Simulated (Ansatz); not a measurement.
Cl2GeH4OSi, SMILES `Cl[SiH](Cl)[O][GeH3]`, relaxed with RKS PBE-D4/def2-SVP in Ansatz from a rough embedded geometry. The force threshold is 0.03 eV/Å; the program also tests the step.

Total charge 0; spin multiplicity 1.

Start:

```xyz
9

Cl    1.671    1.625    0.873
Si    1.309   -0.375    0.403
Cl    0.461   -1.398    2.029
O     0.351   -0.484   -1.037
Ge   -1.236    0.258   -0.643
H     2.585   -1.000    0.114
H    -1.931   -0.491    0.518
H    -1.055    1.737   -0.359
H    -2.155    0.129   -1.897
```

Task: By how much does the energy fall, and how many steps does the optimiser take? (Best estimate.)

Result: Computed: 42.51 kJ/mol, in 6 steps.

Task: Which bonds change most? (Estimate.)

Result: The calculation gave: Si2–O4 from 1.732 to 1.646 Å; Si2–H6 from 1.450 to 1.488 Å; Ge5–H8 from 1.517 to 1.548 Å; Si2–Cl3 from 2.100 to 2.075 Å.

Task: Give the relaxed structure. (An estimate is asked.)

Result: Computed: 
```xyz
9

Cl    1.933    1.523    1.045
Si    1.428   -0.401    0.453
Cl    0.773   -1.421    2.137
O     0.246   -0.359   -0.691
Ge   -1.443    0.316   -0.696
H     2.627   -1.081   -0.107
H    -2.244   -0.395    0.422
H    -1.347    1.843   -0.457
H    -1.974   -0.024   -2.106
```
